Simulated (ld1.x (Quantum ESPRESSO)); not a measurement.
**Building the TM potential for N (PBE, non-relativistic).**

ld1.x (Quantum ESPRESSO) 7.5 input, shortened:

```
&input
   title='N', zed=7., rel=0, dft='PBE', iswitch=3,
   config='[He] 2s2 2p2'
 /
 &inputp
   pseudotype=2, tm=.true., lloc=-1, rcloc=1.05,
   nlcc=.true., new_core_ps=.true., rcore=0.50
 /
2
2S  1  0   2.00   0.00  1.05  1.05  0.0
2P  2  1   2.00   0.00  1.20  1.20  0.0
 &test
   configts(1)='2s2 2p2'
 /
```

Estimate the cutoffs (Ry, on a coarse ladder) from which the occupation-weighted sum of valence levels, in a spherical-Bessel basis at the reference potential, stays within 10 and 1 mRy of its value at 400 Ry.

80 Ry and 140 Ry.

What does a ghost test show?

No extra level below or beside the all-electron valence levels (s, p, d, f tested).

Tests: 2s2 2p3; 2s2 2p1; 2s2 2p0; 2s1 2p4; 2s0 2p5; 2s1 2p3; 2s1 2p0. Which has the largest error in its energy relative to the reference configuration, and how large is it?

2s1 2p0, with +405 meV (all-electron minus pseudo) on +153.71 eV.
